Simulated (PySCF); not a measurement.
C₆H₇O (charge -1).
SMILES: `[C-]#C/C=C(\C)OC`

The closed-shell SCF was solved with PySCF and density fitting under several settings on one GFN2-xTB geometry (grid level 2 and gas phase unless stated).

```csv
settings,basis functions,SCF cycles,E (Eh),HOMO (eV),LUMO (eV)
PBE0/pcSseg-1,154,16,-307.5597,-0.56,4.73
"BHandHLYP/pcSseg-1, IEF-PCM chloroform",154,14,-307.8186,-5.12,2.49
"OPBE/3-21G, IEF-PCM benzene",77,16,-306.1588,-1.44,2.20
"HCTH407/pcSseg-1, grid level 4",154,19,-307.8917,0.42,3.64
"PBE0/def2-SVPD, energy threshold 1e-11 Eh",199,15,-307.3907,-0.80,3.54
"BLYP/cc-pVDZ, IEF-PCM acetonitrile, start guess huckel",133,15,-307.9423,-3.55,0.25
```

Q: Estimate the rows for these settings: (1) wB97X/aug-cc-pVDZ, IEF-PCM benzene; (2) PBE0/6-31G, IEF-PCM dimethylsulfoxide, grid level 1.

A: 
| settings | basis functions | SCF cycles | E (Eh) | HOMO (eV) | LUMO (eV) |
| --- | --- | --- | --- | --- | --- |
| wB97X/aug-cc-pVDZ, IEF-PCM benzene | 224 | 15 | -307.9770 | -5.53 | 2.16 |
| PBE0/6-31G, IEF-PCM dimethylsulfoxide, grid level 1 | 77 | 11 | -307.5975 | -4.75 | 1.09 |

Q: Over all rows, what range does the HOMO–LUMO gap span?

A: From 3.22 eV (HCTH407/pcSseg-1, grid level 4) to 7.69 eV (wB97X/aug-cc-pVDZ, IEF-PCM benzene). The functional of the narrowest has no exact exchange, that of the widest range-separated exact exchange.

Q: Compare two rows with the functional PBE0: PBE0/pcSseg-1 and PBE0/def2-SVPD, energy threshold 1e-11 Eh. Which energy is lower, and by how much?

A: PBE0/pcSseg-1 (154 functions) lies 0.1690 Eh or 106 kcal/mol below PBE0/def2-SVPD, energy threshold 1e-11 Eh (199 functions). The smaller set gives the lower energy; the two sets aren't nested, so the variational bound doesn't order them by size.

Cycle counts include a coarse-grid stage where the run had one. The HOMO energy is positive at HCTH407/pcSseg-1; such an orbital is held in place by the finite basis. Geometry: GFN2-xTB, one conformer.

Conformer computed: `[C-:1]#[C:2]/[CH:3]=[C:4](\[CH3:5])[O:6][CH3:7]`: C3–C4–O6–C7 0°.
